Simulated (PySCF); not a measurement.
Energy of Rh (rhodium, neutral) between two integer charges

The 5s alpha orbital of [Kr] 4d8 5s1 is emptied in steps (occupation f), with all orbitals relaxed, ending at [Kr] 4d8. All numbers are calculated (PySCF 2.14, scalar relativity through the core potential, in def2-TZVP with the def2 core potential (28 electrons)). The exact energy is a straight line in f; departures are measured from the line between the end points of the same method.

| f | UHF (eV) |
| --- | --- |
| 1 | 0.000 |
| 0.75 | 0.027 |
| 0.5 | 0.035 |
| 0.25 | 0.026 |
| 0 | 0.000 |

| method | E(f=0) − E(f=1) (eV) | −ε at f=1 (eV) | −ε at f=0.5 (eV) |
| --- | --- | --- | --- |
| UHF | 6.309 | 6.457 | 6.305 |

Orbital energy along the path (eV):

```csv
f,UHF
1,-6.457
0.75,-6.378
0.5,-6.305
0.25,-6.238
0,-6.176
```

Reference removal energy between the ground levels: 7.459 eV (measured; NIST Atomic Spectra Database, ionization energies). The calculation has no spin-orbit coupling. UHF lacks correlation.
